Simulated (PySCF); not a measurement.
Simulated outer-valence photoelectron spectrum of `Cl[B](Cl)[GeH3]`. Method used: EOM-IP-CCSD/aug-cc-pVDZ in PySCF, restricted Hartree–Fock reference, 20 core orbitals frozen, non-relativistic, gas phase, PBE0-D3(BJ)/def2-SVP geometry.

Each root has a Gaussian of 0.5 eV full width with its one-hole share as area; cross sections and vibrations are left out, and the highest printed point is 100.

ionisation energy (eV), intensity and a bar:
```
      9.8          0 
      9.9          1 
     10.0          4 #
     10.1          9 ###
     10.2         18 #####
     10.3         29 #########
     10.4         37 ###########
     10.5         38 ###########
     10.6         32 #########
     10.7         21 ######
     10.8         11 ###
     10.9          5 #
     11.0          2 #
     11.1          3 #
     11.2          7 ##
     11.3         15 ####
     11.4         26 ########
     11.5         36 ###########
     11.6         42 #############
     11.7         44 #############
     11.8         46 ##############
     11.9         55 ################
     12.0         72 #####################
     12.1         90 ###########################
     12.2        100 ##############################
     12.3         96 #############################
     12.4         79 ########################
     12.5         55 #################
     12.6         32 ##########
     12.7         16 #####
     12.8          6 ##
     12.9          2 #
     13.0          1 
     13.1          3 #
     13.2          9 ###
     13.3         19 ######
     13.4         35 ###########
     13.5         53 ################
     13.6         67 ####################
     13.7         70 #####################
     13.8         61 ##################
     13.9         44 #############
     14.0         26 ########
     14.1         13 ####
     14.2          6 ##
     14.3          4 #
     14.4          6 ##
     14.5         13 ####
     14.6         23 #######
     14.7         33 ##########
     14.8         38 ###########
     14.9         35 ###########
     15.0         26 ########
     15.1         16 #####
     15.2          7 ##
     15.3          3 #
     15.4          1 
     15.5          0
```

Problem. Where are the maxima, and how many lines lie under the curve?

Solution. 4 maxima, at 10.5, 12.2, 13.7 and 14.8 eV, from 8 lines. At this width some lines have no maximum of their own.

Problem. List the lines with their holes.

Solution. 
| E (eV) | leading hole (HF orbital) | area | Koopmans (eV) |
| --- | --- | --- | --- |
| 10.46 | HOMO | 0.96 | 11.23 |
| 11.60 | HOMO-1 | 0.95 | 12.49 |
| 12.09 | HOMO-2 | 0.95 | 12.89 |
| 12.23 | HOMO-3 | 0.94 | 12.98 |
| 12.37 | HOMO-4 | 0.94 | 13.10 |
| 13.58 | HOMO-5 | 0.94 | 14.41 |
| 13.76 | HOMO-6 | 0.94 | 14.92 |
| 14.81 | HOMO-7 | 0.94 | 15.91 |

The widest gap, 1.21 eV, lies between 12.37 and 13.58 eV. Only orbitals with −ε under 21 eV, eight at most, were ionised, so the high end of the curve may lack lines.
